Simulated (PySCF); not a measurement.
trans-Si(NH3)2F4.
Geometry (PBE0-D3(BJ)/def2-SVP, Å), atoms numbered from 1 in this order:
```
atom  x, y, z in Å
Si1    0.002   -0.003    0.002
N2    -0.002   -0.010    1.947
H3    -0.308    0.902    2.286
H4     0.945   -0.193    2.278
H5    -0.631   -0.735    2.290
N6     0.006    0.002   -1.944
H7     0.675    0.690   -2.290
H8    -0.929    0.235   -2.277
H9     0.263   -0.926   -2.278
F10    1.678   -0.002   -0.001
F11   -1.673   -0.004    0.005
F12    0.001    1.672    0.002
F13    0.004   -1.679    0.001
```

The calculation used PySCF 2.14.0, density-fitted response routines, TDDFT CAM-B3LYP/def2-SVPD, vertical, gas phase, core orbitals frozen in the response.

Transition dipole moments from the ground state, in atomic units and in the frame of the coordinates above (overall signs are arbitrary), for the states with f of 0.002 or more among the lowest 6:

```json
{"state": "S2", "E (eV)": "8.911", "μx": "-0.014", "μy": "-0.009", "μz": "-1.068"}
{"state": "S5", "E (eV)": "9.423", "μx": "-0.393", "μy": "-0.192", "μz": "0.035"}
{"state": "S6", "E (eV)": "9.424", "μx": "-0.191", "μy": "0.393", "μz": "-0.007"}
```

Task: What oscillator strength does each state have?

Result: f = (2/3) ΔE |μ|² with ΔE in hartree (27.2114 eV).

| state | \|μ\|² (au) | \|μ\| (D) | f |
| --- | --- | --- | --- |
| S2 | 1.140 | 2.71 | 0.249 |
| S5 | 0.192 | 1.11 | 0.044 |
| S6 | 0.191 | 1.11 | 0.044 |

Task: Which bond between heavy atoms lies closest to the direction of the S2 transition dipole?

Result: Si1–N6 and Si1–N2, at 1° from it; next Si1–F10, Si1–F11, Si1–F13 and Si1–F12 at 89°.

Task: What peak molar absorption coefficient would the strongest computed level give as a lone Gaussian band 0.4 eV wide at half height?

Result: ε(max) = 2.175×10⁸ f / FWHM, with the width in cm⁻¹. S2: 2.175×10⁸ × 0.2489 / 3226 ≈ 17000 L mol⁻¹ cm⁻¹.

S5/S6 coincide within about 0.01 eV; within a degenerate level the directions of the single components are arbitrary.

Without π bonds the low states may be Rydberg-like; a valence basis with one diffuse set may place them up to an eV too high.
